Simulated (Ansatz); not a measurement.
C4H2F8, SMILES `FC(F)C(F)(F)C(F)C(F)(F)F`, relaxed with RKS PBE-D4/def2-SVP in Ansatz 0.2.0 from a rough embedded geometry. The force threshold is 0.03 eV/Å; the program also tests the step.

Charge 0, multiplicity 1.

Start:

```xyz
14

F    -0.831    0.171   -2.031
C     0.395    0.479   -1.466
F     1.336    0.441   -2.450
C     0.775   -0.433   -0.354
F     1.883   -0.074    0.293
F     1.121   -1.700   -0.945
C    -0.342   -0.742    0.626
F     0.121   -1.620    1.578
C    -0.783    0.511    1.260
F     0.220    1.154    1.886
F    -1.742    0.244    2.209
F    -1.333    1.379    0.397
H     0.360    1.464   -1.106
H    -1.181   -1.271    0.103
```

```json
{"step": "1", "energy (eV)": "-25870.0806", "largest force (eV/Å)": "4.202", "largest move (Å)": "0.000"}
{"step": "2", "energy (eV)": "-25870.4839", "largest force (eV/Å)": "1.958", "largest move (Å)": "0.097"}
{"step": "3", "energy (eV)": "-25870.5729", "largest force (eV/Å)": "0.204", "largest move (Å)": "0.045"}
{"step": "4", "energy (eV)": "-25870.5773", "largest force (eV/Å)": "0.054", "largest move (Å)": "0.020"}
{"step": "5", "energy (eV)": "-25870.5788", "largest force (eV/Å)": "0.034", "largest move (Å)": "0.036"}
{"step": "6", "energy (eV)": "-25870.5805", "largest force (eV/Å)": "0.025", "largest move (Å)": "0.064"}
{"step": "7", "energy (eV)": "-25870.5810", "largest force (eV/Å)": "0.122", "largest move (Å)": "0.094"}
{"step": "8", "energy (eV)": "-25870.5817", "largest force (eV/Å)": "0.032", "largest move (Å)": "0.021"}
{"step": "9", "energy (eV)": "-25870.5819", "largest force (eV/Å)": "0.002", "largest move (Å)": "0.014"}
```

End:

```xyz
14

F    -0.777    0.031   -2.097
C     0.417    0.450   -1.583
F     1.371    0.336   -2.535
C     0.793   -0.468   -0.394
F     1.875    0.082    0.227
F     1.157   -1.683   -0.886
C    -0.339   -0.720    0.624
F     0.100   -1.648    1.534
C    -0.808    0.518    1.405
F     0.174    1.054    2.145
F    -1.822    0.186    2.221
F    -1.257    1.468    0.542
H     0.331    1.512   -1.268
H    -1.215   -1.118    0.066
```

Run time 14 s (4 threads of an AMD EPYC 7R13 on a shared host and a share of an NVIDIA H100 80 GB); peak host memory 0.87 GiB.
